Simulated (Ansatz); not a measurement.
The inner images of a band of BClH3NO + ClH (9 atoms, charge 0, multiplicity 1) are given out of order.

Computed with RKS PBE-D4/def2-SVP in Ansatz 0.2.0.

Image 0:

```xyz
9
Properties=species:S:1:pos:R:3
B -0.187 -0.280 -0.142
O -0.546 0.196 1.114
H -1.378 -0.188 1.441
N 0.977 0.188 -0.757
H 1.570 0.889 -0.304
H 1.281 -0.124 -1.677
Cl -1.248 -1.486 -0.942
Cl 1.567 2.261 1.905
H 0.540 1.429 1.791
```

Image 6:

```xyz
9
Properties=species:S:1:pos:R:3
B 0.152 0.762 -0.456
O -0.105 -0.288 2.230
H -0.955 -0.436 1.773
N 1.286 0.093 -0.907
H 1.238 -0.840 -1.316
H 2.228 0.437 -0.722
Cl -1.477 0.096 -0.759
Cl 0.290 2.374 0.302
H -0.081 0.686 2.285
```

**Question.** Put them in order from the first end to the last, with their energies above the first end.
A.
```xyz
9
Properties=species:S:1:pos:R:3
B 0.083 0.549 -0.032
O 0.068 -0.191 1.480
H -0.879 -0.486 1.497
N 1.182 -0.024 -0.774
H 1.814 -0.654 -0.280
H 1.694 0.596 -1.402
Cl -1.678 0.128 -0.569
Cl 0.183 2.359 0.449
H 0.108 0.608 2.061
```
B.
```xyz
9
Properties=species:S:1:pos:R:3
B -0.057 -0.214 -0.075
O -0.070 -0.297 1.313
H -0.970 -0.459 1.650
N 1.162 -0.113 -0.752
H 2.051 -0.073 -0.253
H 1.226 0.055 -1.754
Cl -1.609 -0.230 -0.966
Cl 0.530 2.755 1.582
H 0.311 1.460 1.686
```
C.
```xyz
9
Properties=species:S:1:pos:R:3
B 0.108 0.596 -0.112
O 0.010 -0.159 1.627
H -0.944 -0.401 1.597
N 1.258 0.070 -0.753
H 1.429 -0.927 -0.858
H 2.065 0.656 -0.946
Cl -1.578 0.008 -0.622
Cl 0.186 2.372 0.343
H 0.041 0.670 2.153
```
D.
```xyz
9
Properties=species:S:1:pos:R:3
B -0.133 -0.286 -0.106
O -0.289 -0.102 1.263
H -1.182 -0.342 1.568
N 1.090 0.015 -0.714
H 1.839 0.477 -0.195
H 1.233 -0.042 -1.719
Cl -1.516 -0.908 -1.058
Cl 1.104 2.604 1.681
H 0.428 1.468 1.710
```
E.
```xyz
9
Properties=species:S:1:pos:R:3
B 0.004 -0.001 0.001
O 0.071 -0.328 1.381
H -0.833 -0.547 1.673
N 1.197 -0.083 -0.731
H 1.994 -0.483 -0.238
H 1.453 0.459 -1.553
Cl -1.647 0.092 -0.687
Cl 0.158 2.474 0.934
H 0.176 1.301 1.649
```

**Answer.** D (+0.04 eV), B (+0.10 eV), E (+0.60 eV), A (+0.95 eV), C (+0.75 eV).

Run time: 3.1 min on 2 threads of Arm Neoverse V1, with other jobs on the host, peak memory 0.14 GiB.
